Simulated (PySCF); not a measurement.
C₂H₇Ge₂N.
Cartesian coordinates in Å at the PBE0-D3(BJ)/def2-SVP level; atoms count from 1:
```
atom  x, y, z in Å
C1     2.7117    1.4332    0.2883
C2     1.9987    0.5076   -0.0529
Ge3    0.8398   -0.9259   -0.5681
N4    -0.7168   -0.9279    0.3908
Ge5   -2.1077    0.2520    0.1516
H6     3.3440    2.2502    0.5879
H7     0.4734   -0.7307   -2.0456
H8     1.5783   -2.2479   -0.3107
H9    -0.6227   -1.2827    1.3388
H10   -1.8817    1.6082    0.8577
H11   -2.2263    0.4781   -1.3653
H12   -3.3860   -0.3979    0.7145
```

Level of theory: PBE0-D3(BJ)/def2-SVP geometry optimisation, gas phase (PySCF).

Masses are those of the commonest isotopes; rigid-rotor values at the optimised geometry. The values belong to one conformer with, in the numbering `[CH:1]#[C:2][GeH2:3][NH:4][GeH3:5]`, C2–Ge3–N4–Ge5 74°.

Give the principal moments of inertia and the rotational constants in MHz.

Ia = 139.33, Ib = 572.87, Ic = 680.05 u·Å²; 505379 MHz·u·Å²/I gives A = 3627, B = 882.2, C = 743.2 MHz.

What kind of rotor is it?

A near-prolate asymmetric top: κ = (2 × 882.2 − 3627 − 743.2)/(3627 − 743.2) = -0.90.

What does the inertial defect say?

Not planar: Δ = Ic − Ia − Ib = -32.15 u·Å². For a rigid frame Δ = −2 Σ m c², so Σ m c² = 16.07 u·Å² lies off the ab plane: 8.69 from hydrogen and 7.38 from heavier atoms. The atom farthest from that plane is 1.70 Å away.

Predict some low-J microwave lines.

The dipole components are |μa| = 0.06 D, |μb| = 0.31 D, |μc| = 0.67 D. Intensities carry the squares of the components, which stand as 0.01 : 0.22 : 1.00 (a : b : c). Some lines, for components of 0.1 D or more:

| type | branch | J(Ka,Kc) | MHz | lower level (cm⁻¹) |
| --- | --- | --- | --- | --- |
| b | R | 2(0,2) ← 1(1,1) | 500 | 0.146 |
| b | R | 3(0,3) ← 2(1,2) | 2244 | 0.250 |
| c | Q | 3(1,3) ← 3(0,3) | 2420 | 0.324 |
| c | Q | 2(1,2) ← 2(0,2) | 2611 | 0.162 |
| c | Q | 1(1,1) ← 1(0,1) | 2745 | 0.054 |
| b | Q | 1(1,0) ← 1(0,1) | 2884 | 0.054 |
| b | Q | 3(1,2) ← 3(0,3) | 3254 | 0.324 |
| b | R | 1(1,1) ← 0(0,0) | 4370 | 0.000 |
| c | R | 1(1,0) ← 0(0,0) | 4509 | 0.000 |
| b | R | 2(1,2) ← 1(0,1) | 5857 | 0.054 |
| c | R | 2(1,1) ← 1(0,1) | 6274 | 0.054 |
| b | R | 3(1,3) ← 2(0,2) | 7275 | 0.162 |
| c | Q | 2(2,1) ← 2(1,1) | 8235 | 0.263 |
| b | Q | 2(2,0) ← 2(1,1) | 8240 | 0.263 |
| b | Q | 2(2,1) ← 2(1,2) | 8652 | 0.250 |
| b | Q | 3(2,2) ← 3(1,3) | 8864 | 0.405 |
| c | R | 2(2,0) ← 1(1,0) | 11630 | 0.150 |
| c | R | 2(2,1) ← 1(1,1) | 11764 | 0.146 |
| b | R | 2(2,0) ← 1(1,1) | 11769 | 0.146 |
| c | R | 3(2,1) ← 2(1,1) | 13137 | 0.263 |
| c | R | 3(2,2) ← 2(1,2) | 13528 | 0.250 |
| b | R | 3(2,1) ← 2(1,2) | 13554 | 0.250 |
| c | Q | 3(3,1) ← 3(2,1) | 14050 | 0.702 |
| b | Q | 3(3,0) ← 3(2,1) | 14050 | 0.702 |
| b | Q | 3(3,1) ← 3(2,2) | 14076 | 0.701 |
| b | R | 3(3,1) ← 2(2,0) | 18947 | 0.538 |
| c | R | 3(3,1) ← 2(2,1) | 18952 | 0.538 |
| b | R | 3(3,0) ← 2(2,1) | 18952 | 0.538 |

Estimate the classical rotational partition function at 25 K, 200 K and 500 K.

Point group C1, symmetry number σ = 1; q = (√π/σ)·√((kT/h)³/(ABC)), k/h = 20836.6 MHz/K: 13700 at 25 K, 309000 at 200 K, 1220000 at 500 K.

No frequency check. No vibrational averaging or centrifugal distortion is included, and the geometry carries the error of its method. A rigid rotor knows nothing of inversion at nitrogen or internal rotation, which can split or shift real lines. Quadrupole hyperfine structure (14N) is left out.

Time: 2.8 min wall; peak memory 0.54 GiB. Hardware: one thread of an Arm Neoverse N1, shared host. That covers the optimisation of the geometry.
